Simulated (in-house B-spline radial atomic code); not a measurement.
Mo⁶⁺. Computed with a B-spline radial atomic code. Model: all-electron spherical atom, spin shells full or empty, radial basis limit, no spin-orbit coupling, Breit or QED, empty-state partial waves extrapolated as (l+1/2)^-4, RPA, G0W0 and static COHSEX of the highest shell as one setting changes (uncorrelated shells keep exact exchange).

Given: element Mo; charge 6; filled core Ar; hamiltonian one-electron scalar X2C; mean-field start PBE0; highest l of empty states 9; nuclear rms radius 4.4091 fm; highest mean-field shell 4p.

Shell: 3d 5 5, 4s 1 1, 4p 3 3 (electrons up and down).

```csv
lowest nl shells left uncorrelated,RPA correlation energy (hartree),G0W0 level (eV),G0W0 minus most complete (meV),COHSEX level (eV),linearised minus solved G0W0 (meV)
0,-2.7208,-126.8,0,-129.84,-6
1,?,?,?,?,?
2,-2.3719,-126.8,3.2,-129.84,-6
3,-1.8449,-126.78,17.6,-129.81,-6
4,-1.6712,-126.79,11.9,-129.81,-6
5,?,?,?,?,?
6,-0.40726,-126.5,298,-129.29,-5.7
7,-0.28409,-127.2,-404.4,-129.87,-1.1
```

Problem. What follows for lowest nl shells left uncorrelated = 1?

Solution. RPA correlation energy -2.5577 hartree; G0W0 level -126.8 eV; G0W0 minus most complete 2.2 meV; COHSEX level -129.84 eV; linearised minus solved G0W0 -6 meV.

Problem. What follows for lowest nl shells left uncorrelated = 5?

Solution. RPA correlation energy -1.1692 hartree; G0W0 level -126.86 eV; G0W0 minus most complete -60.7 meV; COHSEX level -129.93 eV; linearised minus solved G0W0 -6.2 meV.
